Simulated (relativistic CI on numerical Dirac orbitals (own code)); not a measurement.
# O⁶⁺: calculation against measurement

Computed by Dirac-Coulomb-Breit CI, orbitals from a KLI potential per configuration, model QED (radiative potential, 1s self-energy scaled to tabulated hydrogen-like ionisation energies), valence Slater integrals scaled by 0.9, configuration energies shifted to the measured levels that pair with them (semi-empirical) (own radial code, finite nucleus).

CI space: 1s², 1s2s, 1s2p, 1s3s, 1s3d, 1s3p, 1s4s, 1s4d, 1s4p, 1s5d, 1s5p, 1s6d, 1s6p, 1s7p. Levels of other configurations are missing.

```csv
Configuration,Term (tabulated),J,Measured (cm⁻¹),Computed,Error,Purity (%)
1s²,1S,0,0.0,0,0,100
1s2s,3S,1,4524640.0,4524640,0,100
1s2p,3P°,0,4585620.0,4585635,15,100
1s2p,3P°,1,4585680.0,4585684,4,100
1s2p,3P°,2,4586230.0,4586226,-4,100
1s2p,1P°,1,4629200.0,4627050,-2150,100
1s3s,3S,1,5338820.0,5339736,916,100
1s3s,1S,0,5356420.0,5355504,-916,100
1s3d,3D,1,5364370.0,5364402,32,100
1s3d,3D,2,5364430.0,5364410,-20,99
1s3d,3D,3,5364440.0,5364460,20,100
1s3d,1D,2,5365470.0,5364868,-602,99
1s3p,1P°,1,5368550.0,5368550,0,100
1s4s,3S,1,5616100.0,5616100,0,100
1s4d,1D,2,5626670.0,5626670,0,99
1s4p,1P°,1,5628100.0,5628100,0,100
1s5d,1D,2,5748230.0,5748230,0,99
1s5p,1P°,1,5748450.0,5748450,0,100
1s6d,1D,2,5813680.0,5813680,0,99
1s6p,1P°,1,5813950.0,5813950,0,100
1s7p,1P°,1,5852740.0,5852740,0,100
```

Measured levels from Moore, Selected Tables of Atomic Spectra, NSRDS-NBS 3, section 8; pairs were made by configuration, J and term (by order where the table uses no LS term), so strongly mixed levels may be paired wrongly.

Mean error by configuration (cm⁻¹): 1s2s 0; 1s2p -534; 1s3s 0; 1s3d -143; 1s3p 0; 1s4s 0; 1s4d 0; 1s4p 0; 1s5d 0; 1s5p 0; 1s6d 0; 1s6p 0; 1s7p 0. Over the excited levels the mean absolute error is 234 cm⁻¹ (20 of the 20 excited levels that our extract of the source holds in range could be paired), and the median relative error of those above 1,000 cm⁻¹ is 4.1e-05 %, both after the shifts were fitted to these levels, so that a configuration with one level shows no error.

Configurations whose levels could be paired with our table of measured levels were shifted onto them, all but the ground configuration, by the median error of their levels; single terms can still be off by 1,000 to 2,000 cm⁻¹ or more, and rates follow the energies as ν³ (E1, M1) or ν⁵ (E2). The others borrow a shift and can be off by several thousand cm⁻¹ or more. 20 of the 20 excited levels that our extract of the measured tables holds in this range could be paired (the sources list more); they are missed by 234 cm⁻¹ on average and 2150 at most, after the shifts were fitted to these levels, and levels without a partner can miss by more.

Shifts applied (cm⁻¹): 1s² 0; 1s2s 2397; 1s2p 481; 1s3s 3631; 1s3d 4947; 1s3p 3878; 1s4s 3623; 1s4d 3980; 1s4p 3710; 1s5d 4065; 1s5p 3510; 1s6d 3531; 1s6p 3359; 1s7p 2431.
